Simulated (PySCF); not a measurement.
**A small calculation by hand: chemical shift, span and skew from a shielding tensor**

C₂H₆N, SMILES CC[NH] (connectivity only; charge and spin as stated), charge -1, multiplicity 1. Atoms are numbered in the order given.

```xyz
9

C     -1.2039     0.2644     0.0423
C      0.1554    -0.4498    -0.2523
N      1.3317     0.2401     0.1294
H     -2.0874    -0.3090    -0.3491
H     -1.1943     1.2795    -0.4097
H     -1.3310     0.3927     1.1394
H      0.0087    -1.5077     0.1780
H      0.1680    -0.6172    -1.3653
H      1.4047     0.1939     1.1610
```
Charge -1, spin multiplicity 1.

Geometry optimised at PBE-D3(BJ)/def2-SVPD. The multiplicity is an assumed one; other spin states were not compared. The isomer is the one that the SMILES or the coordinates give; other isomers of the formula were not compared. One conformer was computed; it need not be the lowest.

GIAO shieldings from PBE0/pcSseg-1 (PySCF), non-relativistic, no solvent. The symmetric part of the tensor of C1 has the principal values 129.6, 134.3, 180.8 ppm. The same nucleus in TMS has σ = 186.3 ppm at this level (PySCF, at its B3LYP-D3(BJ)/def2-TZVP geometry).

**Question.** Work out the isotropic shielding, the ¹³C shift against TMS, the span and the skew.

**Answer.** 
σ(iso) = (σ11 + σ22 + σ33)/3 = 148.2 ppm. δ = σ(ref) − σ(iso) = 186.3 − (148.2) = 38.1 ppm.
Span Ω = σ33 − σ11 = 51.2 ppm. Skew κ = 3(σ(iso) − σ22)/Ω = 0.82. Tumbling in solution averages the tensor to δ; in a static solid the shielding alone would spread this spin-1/2 line over Ω.
